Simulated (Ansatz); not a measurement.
C2H2BrNO, SMILES `BrC1=NCO1` at its PBE0-D4/def2-TZVP geometry, where that method's forces vanish. Total charge 0; spin multiplicity 1.

```xyz
7

Br    1.1815    0.5416   -2.4330
C     0.4673    0.1851   -0.7657
N     0.9908    0.0940    0.3935
C    -0.3887   -0.1781    0.8000
O    -0.8509   -0.0436   -0.5890
H    -0.8368    0.5907    1.4288
H    -0.5632   -1.1898    1.1653
```

(1) What forces (eV/Å) does r2SCAN-D4/def2-TZVPP give on these atoms in Ansatz? (Best estimate.)

Results:

(1) Computed: 
```
Br1  0.056  0.033 -0.164
C2   0.087  0.042 -0.194
N3   0.466  0.014  0.389
C4  -0.027 -0.063  0.401
O5  -0.585 -0.033 -0.383
H6   0.001  0.003 -0.025
H7   0.001  0.004 -0.025
```
